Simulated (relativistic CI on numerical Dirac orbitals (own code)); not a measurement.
## Hyperfine structure of Hg⁷⁷⁺, mass number 199

Method of calculation: Dirac-Coulomb-Breit CI, KLI orbitals optimised for each configuration, model QED (radiative potential, 1s self-energy scaled to tabulated hydrogen-like ionisation energies), unscaled Slater integrals (own radial code, finite nucleus).

Configuration list (outside the closed core 1s2): 2s, 2p, 3s, 3p, 3d, 4s, 4p, 4d, 4f, 5s, 5p, 5d, 5f, 5g. Levels of other configurations are missing.

Nuclear spin I = 1/2, μ = 0.5039 μN (tables of Stone and Pyykkö). The electronic factors are computed for point nuclear moments, without core polarisation or the Bohr-Weisskopf and QED corrections.

```tsv
Level	E (Ry)	A (GHz)
2s 2S_1/2	0.00	35770
2p 2P°_1/2	16.34	11740
2p 2P°_3/2	174.44	1141
3s 2S_1/2	982.77	10640
3p 2P°_1/2	987.13	3654
3p 2P°_3/2	1034.32	357.3
3d 2D_3/2	1035.21	207
3d 2D_5/2	1048.13	80.58
```

Levels with J = 0, under 50 % of one LS term, or S terms without an open s electron are left out. Small factors come from cancelling terms and can be off by tens of per cent or more.

At this charge energies of transitions that change n are usually good to better than 1 %, and those within a shell (Δn = 0) to a few per cent.

Task: Give the hyperfine levels of 2s 2S_1/2 relative to its centre of gravity.

Result: With K = F(F + 1) − I(I + 1) − J(J + 1), E = AK/2: F = 0: -26830, F = 1: 8944 GHz.
